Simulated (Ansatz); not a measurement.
GeH₂I₂, SMILES [I][GeH2][I].

The structure is a stationary point at B3LYP-D3(BJ)/def2-SVP. The def2 effective core potentials stand for the cores of I; spin–orbit coupling is left out.

Two levels are set side by side: PBE/def2-SVPD (Ansatz, a quantum-chemistry and plane-wave program) and CAM-B3LYP/def2-SVPD (Ansatz). Energy differences of separate SCF runs at the same geometry; the states with an electron removed or added have multiplicity 2 and 2. Differences are taken from unrounded values.

```csv
quantity,CAM-B3LYP
vertical ionisation energy (eV),9.73
vertical electron affinity (eV),0.64
vertical singlet–triplet gap (eV),4.18
```

Q: What does PBE give, and how far is it from CAM-B3LYP? (Estimate from the structure and the level; the computed values follow.)

A: 
```json
[
 {"quantity": "vertical ionisation energy (eV)", "PBE": "9.21", "PBE minus CAM-B3LYP": "-0.52"},
 {"quantity": "vertical electron affinity (eV)", "PBE": "0.72", "PBE minus CAM-B3LYP": "0.08"},
 {"quantity": "vertical singlet–triplet gap (eV)", "PBE": "3.68", "PBE minus CAM-B3LYP": "-0.50"}
]
```
